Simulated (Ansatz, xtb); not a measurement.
## Two isomers of C4H6N2O

Structure X is `COc1cnc[nH]1`, a singlet and structure Y is `COc1c[nH]cn1`, a singlet. Both are isolated molecules in the gas phase, relaxed with r2SCAN-D4/def2-SVP; the shapes shown needn't be the lowest conformers.

X (Å):

```xyz
13

C    -0.8154    0.7753   -1.6762
C     0.9877   -0.4276   -0.8625
C     0.3556   -1.5410   -0.3380
C     2.4598   -1.8130    0.0157
N     1.2986   -2.3878    0.2031
N     2.3278   -0.6066   -0.6342
O     0.5855    0.6881   -1.4914
H    -1.0096    1.7222   -2.1949
H    -1.1852   -0.0661   -2.2888
H    -1.3420    0.7692   -0.7053
H    -0.7084   -1.7728   -0.3218
H     3.4326   -2.2023    0.3184
H     3.0552    0.0452   -0.9057
```

Y (Å):

```yaml
atoms:
  - { symbol: C, position_ang: [-0.3731, 1.2533, -1.8897] }
  - { symbol: C, position_ang: [0.5554, -0.7333, -1.0818] }
  - { symbol: C, position_ang: [0.8032, -2.0934, -0.9799] }
  - { symbol: C, position_ang: [1.9516, -0.9320, 0.5196] }
  - { symbol: N, position_ang: [1.7080, -2.1872, 0.0627] }
  - { symbol: N, position_ang: [1.2643, -0.0285, -0.1579] }
  - { symbol: O, position_ang: [-0.2734, -0.1586, -1.9696] }
  - { symbol: H, position_ang: [-1.0811, 1.5533, -2.6731] }
  - { symbol: H, position_ang: [-0.7438, 1.5744, -0.9021] }
  - { symbol: H, position_ang: [0.6041, 1.7350, -2.0588] }
  - { symbol: H, position_ang: [0.4329, -2.9532, -1.5302] }
  - { symbol: H, position_ang: [2.1130, -3.0457, 0.4172] }
  - { symbol: H, position_ang: [2.6347, -0.7284, 1.3446] }
```

Problem. Which of the two would you expect CCSD(T)/def2-SVP + ΔMP2/def2-TZVPP electronic energies to favour?

Solution. Structure Y; the calculation gives E(Y) − E(X) = −2.8 kcal/mol.

Level by level:

| level | geometry | E(Y) − E(X) (kcal/mol) | departure from the last row (kcal/mol) | job, with rough time for the two |
| --- | --- | --- | --- | --- |
| GFN2-xTB | GFN2-xTB | −1.4 | +1.4 | optimisation, 0.53 s |
| HF/STO-3G | GFN2-xTB | +0.5 | +3.3 | single point, 0.8 s |
| r2SCAN-D4/def2-SVP//GFN2-xTB | GFN2-xTB | −3.3 | −0.6 | single point, 4.8 s |
| r2SCAN-D4/def2-SVP | r2SCAN-D4/def2-SVP | −3.2 | −0.5 | optimisation, 31 s |
| HF/def2-SVP | r2SCAN-D4/def2-SVP | −2.2 | +0.6 | part of the CCSD(T) run |
| MP2/def2-SVP | r2SCAN-D4/def2-SVP | −2.9 | −0.1 | part of the CCSD(T) run |
| CCSD(T)/def2-SVP | r2SCAN-D4/def2-SVP | −2.9 | −0.1 | single point |
| CCSD(T)/def2-SVP + ΔMP2/def2-TZVPP | r2SCAN-D4/def2-SVP | −2.8 |  | single point, 95 s |

As drawn, both hold the same kinds of bond in the same numbers.

HF/STO-3G puts the two in the other order. The largest departure from CCSD(T)/def2-SVP + ΔMP2/def2-TZVPP is that of HF/STO-3G, 3.3 kcal/mol. The last row adds to CCSD(T) the change of the MP2 difference between the two basis sets, here +0.1 kcal/mol.

With thermal terms from frequencies at re-optimised GFN2-xTB minima (ideal gas, soft modes damped towards free rotors, one conformer each, 298.15 K, 1 atm): on the last row, ΔE + ΔZPE = −2.9, ΔH = −2.8, ΔG = −2.9 kcal/mol.

The correlated steps freeze 7 core orbitals. Run with Ansatz 0.2.0, xtb 6.7.1; the last row on 2 threads of Intel(R) Xeon(R) Processor @ 2.70GHz on a shared host.
